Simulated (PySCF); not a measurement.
Compound: C7H14BN.
SMILES: `[BH3-][N+]#CCC1CCCC1`

A linear-response calculation (PySCF, def2-SVPD basis, gas phase, vertical, core orbitals frozen in the response) gave these numbers; the functional is withheld.

Orbital energies (eV): HOMO-3 -9.75, HOMO-2 -9.56, HOMO-1 -7.51, HOMO -7.51, LUMO -0.43, LUMO+1 -0.32, LUMO+2 0.18.

| state | E (eV) | f | main configurations (H = HOMO, L = LUMO) |
| --- | --- | --- | --- |
| S1 | 5.66 | 0.0003 | H-1→L (61%), H→L+1 (32%) |
| S2 | 5.83 | 0.0097 | H→L (47%), H-1→L+1 (40%) |
| S3 | 5.84 | 0.0084 | H→L+1 (60%), H-1→L (28%) |
| S4 | 6.65 | 0.378 | H→L (38%), H-1→L+1 (31%), H→L+2 (23%) |
| S5 | 6.77 | 0.0057 | H-1→L+2 (82%) |
| S6 | 6.87 | 0.364 | H→L+2 (59%), H-1→L+1 (20%) |

Triplets, Tamm–Dancoff:

```tsv
state	E (eV)	λ (nm)	main configurations (H = HOMO, L = LUMO)
T1	5.06	245.0	H→L (46%), H-1→L+1 (37%)
T2	5.34	232.1	H-1→L (46%), H→L+1 (34%)
T3	5.35	231.8	H-1→L+1 (48%), H→L (32%)
T4	5.67	218.6	H→L+1 (56%), H-1→L (38%)
```

Vertical ionisation energy by ΔSCF with the same functional: 9.68 eV. Mean static polarisability: 111.1 au.

Question: Name the functional.
A. PBE
B. PBE0
C. HF
D. wB97X-D

Answer: B. PBE0 is a global hybrid with 25% exact exchange. In this run −ε(HOMO) = 7.51 eV differs from the ΔSCF value by -2.17 eV, and S1 differs from the orbital gap of 7.08 eV by -1.41 eV. The ratio −ε(HOMO)/IP is 0.78. Small neutral molecules mostly give 0.7 to 0.83 with PBE0, 0.5 to 0.7 with PBE, 0.89 to 0.99 with wB97X-D; with Hartree–Fock the ratio is 1 or more (Koopmans' value less the relaxation energy is the ΔSCF value). The other options: PBE, a GGA without exact exchange; HF, time-dependent Hartree–Fock, 100% exact exchange; wB97X-D, range-separated, 22% exact exchange at short range and 100% at long range (ω = 0.2 bohr⁻¹).

Computed with PySCF, TDDFT PBE0/def2-SVPD, vertical, gas phase, core orbitals frozen in the response. Isolated species at its PBE0-D3(BJ)/def2-SVP geometry (one conformer only).
